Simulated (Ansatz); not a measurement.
Pulling on the B1–H2 bond in CH6BN (SMILES BNC) (multiplicity 1 held, fragments rigid). Energies count from the point at 1.193 Å.
Geometry at that point (charge 0, multiplicity 1):
```xyz
9

B     -0.17378     0.16936     1.35985
H     -1.04663     0.51555     2.09588
H      0.90497    -0.15003     1.76047
N     -0.42136     0.13750    -0.00246
C      0.50466    -0.25211    -1.05319
H     -1.33201     0.40682    -0.34423
H      0.67789     0.56737    -1.75578
H      0.12956    -1.11044    -1.61689
H      1.45669    -0.52593    -0.60231
```

R- and RO- levels are restricted; in cc, def2 and unpolarised 6-31G sets they are followed outwards from rest. Unrestricted levels (U-) break spin symmetry where that is lower. Active spaces are followed from a long bond inwards. Levels need not reach the same state.

Frozen-core correlation.

Codes used: Ansatz (Gaussian orbitals). Values without a source in brackets are computed.

Task: What is the computed energy at R = 3.818 Å (U-MP2/cc-pVDZ)?

Result: 4.53 eV

Task: Estimate the energy at R = 3.818 Å that FIC-MRCISD+Q on CASSCF(2,2)/cc-pVDZ returns for this input.

Result: 4.62 eV

Task: What is the computed energy at R = 3.818 Å (R-MP2/cc-pVDZ)?

Result: 6.19 eV

Doubts at one or more of the structures used: a restricted determinant that unrestricted orbitals would lower (R-MP2/cc-pVDZ); a spin-contaminated determinant (U-MP2/cc-pVDZ).

Ansatz is a first-principles code.
